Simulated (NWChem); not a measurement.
System: C3H7O anion

Here is an NWChem input.

```
start job
memory heap 200 mb stack 900 mb global 1100 mb
charge -1
geometry units angstroms noautoz
  C     -0.647010     0.084652     1.267988
  C      0.170529    -0.322235     0.000000
  C     -0.647010     0.084652    -1.267988
  O      1.413618     0.165879     0.000000
  H     -0.740533     1.184717     1.303787
  H     -1.661111    -0.363420     1.295852
  H     -0.093313    -0.236637     2.164038
  H      0.125551    -1.466976     0.000000
  H     -0.740533     1.184717    -1.303787
  H     -1.661111    -0.363420    -1.295852
  H     -0.093313    -0.236637    -2.164038
end
basis spherical
  * library def2-svpd
end
dft
  xc xpbe96 cpbe96
  iterations 150
  mulliken
end
task dft energy
```

Geometry: optimised at B3LYP/def2-SVPD. Not confirmed as a minimum by frequencies. The highest occupied level is positive, so the extra electron may be held by the finite basis.

Predict the main results of this run. (PBE/def2-SVPD.) Quantities: energy (Ha); highest occupied level (eV); orbital gap (eV).


```yaml
energy (Ha): -193.37
highest occupied level (eV): 1.42
orbital gap (eV): 2.72
```
